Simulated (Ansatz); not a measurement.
`[BH2][GeH]([Se]C)[C](=C)[GaH2]` at its PBE0-D4/def2-TZVP geometry, where that method's forces vanish. The species carries charge 0 and has multiplicity 1.

```xyz
17

B    -0.7395   -2.5268   -0.0235
Ge   -1.0780   -0.6236    0.6589
Se    0.7767    0.2525    1.9541
C     2.1779   -0.3477    0.7296
C    -0.9652    0.8252   -0.6395
C    -1.3511    0.7392   -1.9092
Ga   -0.0019    2.2712    0.3781
H     0.3216   -3.0587    0.0966
H    -1.6034   -3.0957   -0.6206
H    -2.2683   -0.4803    1.6261
H     3.0686    0.2337    0.9594
H     1.8767   -0.1574   -0.2996
H     2.3668   -1.4066    0.8891
H    -1.8261   -0.1396   -2.3442
H    -1.2205    1.5734   -2.5982
H     1.3596    2.8093   -0.2030
H    -0.8937    3.1320    1.3459
```

Problem. What forces (eV/Å) does B3LYP-D4/def2-TZVPP give on these atoms in Ansatz 0.2.0? (Estimate.)

Solution. Computed: 
```
B1   0.023 -0.194 -0.070
Ge2 -0.195 -0.216  0.031
Se3 -0.024  0.076  0.393
C4   0.264 -0.099 -0.208
C5  -0.049  0.041 -0.132
C6  -0.028  0.004 -0.095
Ga7  0.045  0.265 -0.022
H8  -0.123  0.068 -0.018
H9   0.101  0.062  0.064
H10 -0.016  0.005  0.002
H11 -0.051 -0.052 -0.030
H12  0.050 -0.031  0.074
H13  0.001  0.072 -0.031
H14  0.032  0.067  0.018
H15 -0.014 -0.062  0.032
H16 -0.028 -0.001  0.007
H17  0.013 -0.006 -0.016
```

B3LYP here is the variant with VWN-RPA as its local correlation; programs differ in this.
